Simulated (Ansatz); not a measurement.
Reaction (formal hydrolysis of a Ge–O bond): `[OH][Ge][O][SiH3]` + H₂O → `[OH][Ge][OH]` + `O[SiH3]`

Calculated with Ansatz (gas phase, PBE0-D4/def2-TZVP geometries, no zero-point term in ΔE). CBS: MP2 limit from def2 TZ/QZ plus the TZ coupled-cluster correction, frozen cores. This one scheme is used for every species. DFT in def2-TZVPP. HSE06 is defined as in plane-wave codes. For Ge outer-core shells are correlated without core-valence functions, which leaves a few kJ/mol of doubt a bond. Scalar relativity is left out up to krypton. One conformer a species, not always the lowest.

(1) Is it downhill or uphill in electronic energy at CCSD(T)/CBS, and by how much? (Estimate.)

(2) What do these levels give: PBE-D4, PBE0-D4, r2SCAN0-D4, PBE0, r2SCANh, HSE06, LC-ωPBE, MP2/def2-SVP, MP2/def2-TZVPP, CCSD(T)/def2-TZVPP, HF/def2-QZVPP, MP2/CBS(def2)? (Best estimate.)

(3) What do rigid-rotor, harmonic-oscillator terms from PBE0-D4/def2-TZVP frequencies (298.15 K, 1 bar) make of the CCSD(T)/CBS value? (Estimate.)

Largest T1 diagnostic among the species: 0.015.

## Answers

(1) The calculation gave: Uphill: ΔE = +6.1 kcal/mol.

(2) The calculation gave: PBE-D4 4.6, PBE0-D4 5.2, r2SCAN0-D4 5.4, PBE0 4.4, r2SCANh 4.9, HSE06 4.4, LC-ωPBE 4.3, MP2/def2-SVP 6.7, MP2/def2-TZVPP 6.1, CCSD(T)/def2-TZVPP 6.0, HF/def2-QZVPP 5.4, MP2/CBS(def2) 6.1 kcal/mol.

(3) Computed: ΔZPE = +0.3 kcal/mol, ΔH = +5.6 kcal/mol, ΔS = 0 J/(mol·K), ΔG = +5.6 kcal/mol.

From BLYP to BHLYP (50 % exact exchange), in def2-TZVPP and without D4, ΔE moves by +1.3 kcal/mol. In def2-TZVPP, CCSD(T) changes the Hartree–Fock value by +0.8 kcal/mol (the triples alone add +0.1 kcal/mol) and MP2 by +0.8 kcal/mol.
